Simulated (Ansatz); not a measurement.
Relaxation of CH8AlNO2 (13 atoms, charge 0, multiplicity 1), to a largest force component of 0.03 eV/Å in at most 50 steps.

The calculation used RHF/def2-SVP in Ansatz 0.2.0.

```xyz
13
Properties=species:S:1:pos:R:3
Al -0.952 -0.589 0.663
N 0.722 -0.983 1.359
O -1.598 -1.690 -0.433
O -1.828 0.772 1.111
H 1.226 0.346 -0.491
C 1.087 0.993 -1.348
H 1.180 -0.474 2.088
H 1.189 -1.851 1.184
H -2.421 -1.687 -0.888
H -1.729 1.508 1.686
H 0.039 1.283 -1.454
H 1.402 0.475 -2.254
H 1.683 1.897 -1.223
```

Task: Where does it end, and by what steps?

Result: The run converged. After 10 steps the energy has fallen by 0.227 eV; H12 moved furthest, 0.50 Å.

```json
{"step": "0", "energy less start (eV)": "0.0000", "largest force component (eV/Å)": "1.893", "accepted": "yes"}
{"step": "1", "energy less start (eV)": "-0.1647", "largest force component (eV/Å)": "0.983", "accepted": "yes"}
{"step": "2", "energy less start (eV)": "-0.2063", "largest force component (eV/Å)": "0.209", "accepted": "yes"}
{"step": "3", "energy less start (eV)": "-0.2117", "largest force component (eV/Å)": "0.192", "accepted": "yes"}
{"step": "4", "energy less start (eV)": "-0.2181", "largest force component (eV/Å)": "0.095", "accepted": "yes"}
{"step": "5", "energy less start (eV)": "-0.2202", "largest force component (eV/Å)": "0.131", "accepted": "yes"}
{"step": "6", "energy less start (eV)": "-0.2186", "largest force component (eV/Å)": "0.306", "accepted": "no"}
{"step": "7", "energy less start (eV)": "-0.2230", "largest force component (eV/Å)": "0.071", "accepted": "yes"}
{"step": "8", "energy less start (eV)": "-0.2240", "largest force component (eV/Å)": "0.173", "accepted": "yes"}
{"step": "9", "energy less start (eV)": "-0.2255", "largest force component (eV/Å)": "0.093", "accepted": "yes"}
{"step": "10", "energy less start (eV)": "-0.2266", "largest force component (eV/Å)": "0.027", "accepted": "yes"}
```

```xyz
13
Properties=species:S:1:pos:R:3
Al -0.979 -0.778 0.769
N 0.504 -1.199 1.624
O -1.677 -1.941 -0.234
O -1.738 0.721 0.923
H 1.567 0.520 -0.796
C 1.180 1.251 -1.506
H 1.014 -0.610 2.253
H 0.959 -2.088 1.542
H -2.460 -1.871 -0.751
H -1.531 1.503 1.400
H 0.190 1.579 -1.190
H 1.120 0.804 -2.497
H 1.852 2.108 -1.537
```

Whether the end is a true minimum wasn't checked by a vibrational analysis.

Run time: 8.1 s on 2 threads of AMD EPYC 9R45 (Zen 5), on a shared host, peak memory 0.25 GiB.
